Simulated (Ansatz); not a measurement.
Calculated with Ansatz (gas phase, PBE0-D4/def2-TZVP geometries, no zero-point term in ΔE). CCSD(T)/CBS adds triple-zeta CCSD(T) − MP2 to the extrapolated MP2 energy (def2 sets, frozen cores). Functionals use def2-TZVPP. B3LYP here is the variant with VWN-RPA as its local correlation; programs differ in this. For Ge, Se outer-core shells are correlated without core-valence functions, which leaves a few kJ/mol of doubt a bond. Scalar relativity is left out up to krypton. Each species was taken in one conformer, which may not be the lowest.

Reaction (ligand exchange at a Ge–O bond): `[SiH3][O][GeH2][Cl]` + H₂Se → `[Cl][GeH2][SeH]` + silanol

`[SiH3][O][GeH2][Cl]`:

Z-matrix (Å, degrees):
```
Si
O 1 1.643
H 1 1.485 2 110.9
H 1 1.489 2 110.6 3 120.9
H 1 1.483 2 107.3 3 -119.7
Ge 2 1.757 1 134.7 3 -78.7
Cl 6 2.151 2 107.9 1 40.3
H 6 1.528 2 107.2 1 157.1
H 6 1.532 2 109.6 1 -76.2
```

H₂Se:

Z-matrix (Å, degrees):
```
Se
H 1 1.467
H 1 1.467 2 91.2
```

`[Cl][GeH2][SeH]`:

Cartesian coordinates in Å:
```
Cl 0.373 -2.354 -0.449
Ge -0.149 -0.270 -0.416
Se 0.705 0.523 1.622
H 0.527 0.394 -1.623
H -1.679 -0.178 -0.478
H 0.222 1.885 1.344
```

`O[SiH3]`:

Z-matrix (Å, degrees):
```
Si
O 1 1.648
H 1 1.489 2 111.7
H 1 1.489 2 111.7 3 120.9
H 1 1.481 2 105.9 3 -119.6
H 2 0.957 1 117.9 3 -60.5
```

Is it downhill or uphill in electronic energy at CCSD(T)/CBS, and by how much? (Best estimate.)

The calculation gave: Downhill: ΔE = -5.7 kJ/mol.

What do these levels give: r2SCAN-D4, CAM-B3LYP-D4, PBE, BLYP, B3LYP, r2SCAN0? (Best estimate.)

Computed: r2SCAN-D4 -7.3, CAM-B3LYP-D4 0.7, PBE -17.3, BLYP -9.2, B3LYP -8.1, r2SCAN0 -9.8 kJ/mol.

Largest T1 diagnostic among the species: 0.011.

In def2-TZVPP, CCSD(T) changes the Hartree–Fock value by −4.9 kJ/mol (the triples alone add −0.5 kJ/mol) and MP2 by −8.8 kJ/mol. Leaving LDA and LC-ωPBE aside and taking each functional with its dispersion term where it has one, the values, not all of them listed here, spread over 16.1 kJ/mol, from PBE-D4 to CAM-B3LYP-D4. LDA lies +4.6 kJ/mol from PBE without D4.
